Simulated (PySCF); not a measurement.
Compound: CH4AsGeO2 (charge -1).
Atom-mapped SMILES: `[O:1]=[C:2]([O-:3])[GeH2:4][AsH2:5]` (hydrogens: H6, H7 on Ge4; H8, H9 on As5)

Torsions of this conformer, `[O:1]=[C:2]([O-:3])[GeH2:4][AsH2:5]`: O1–C2–Ge4–As5 123°, H–As5–Ge4–C2 34°, H–As5–Ge4–C2 -57°.

The closed-shell ground state was solved at several levels (PySCF, density fitting, gas phase). Isolated species at its PBE0-D3(BJ)/def2-SVP geometry (one conformer only). Relativistic effects, spin–orbit coupling among them, are left out although an element past zinc is present. No diffuse functions stand in pcJ-1 (pcSseg-1 on As, pcSseg-1 on Ge), pcSseg-1 and pcSseg-2, which bears on an anion's orbital energies.

```csv
level,basis functions,HOMO (eV),LUMO (eV),gap (eV)
wB97X-D/pcSseg-2,290,-3.28,5.29,8.57
"B3LYP/pcJ-1 (pcSseg-1 on As, pcSseg-1 on Ge)",203,-1.17,4.03,5.20
PBE0/def2-SVPD,174,-1.65,3.53,5.18
```

(1) What might PBE0/pcSseg-1 (153 basis functions) give for the same quantities?

(2) Over all these levels, which gives the widest orbital gap and which the narrowest?

Answers

(1) HOMO -1.38 eV, LUMO 4.21 eV, gap 5.59 eV.

(2) wB97X-D/pcSseg-2 (range-separated hybrid) has the widest, 8.57 eV, and PBE0/def2-SVPD (global hybrid, 25 % exact exchange) the narrowest, 5.18 eV. Functional and basis both differ between the two, so the spread mixes both effects.
